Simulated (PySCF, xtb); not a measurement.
CAuO, SMILES [O+]#[C-]->[Au+], charge +1, multiplicity 1.

GFN2-xTB (xtb 6.7.1) at its own geometry gives an orbital gap of 3.76 eV.

Geometry: TPSSh-D3(BJ)/def2-TZVP. The multiplicity is an assumed one; other spin states were not compared. The isomer is the one that the SMILES or the coordinates give; other isomers of the formula were not compared. The def2 effective core potentials stand for the cores of Au; spin–orbit coupling is left out.

**Question.** What does CAM-B3LYP/def2-TZVPD run with PySCF give? (Estimate from the structure and the level; the computed values follow.)

**Answer.** gap 8.47 eV (levels -16.99 and -8.52 eV).
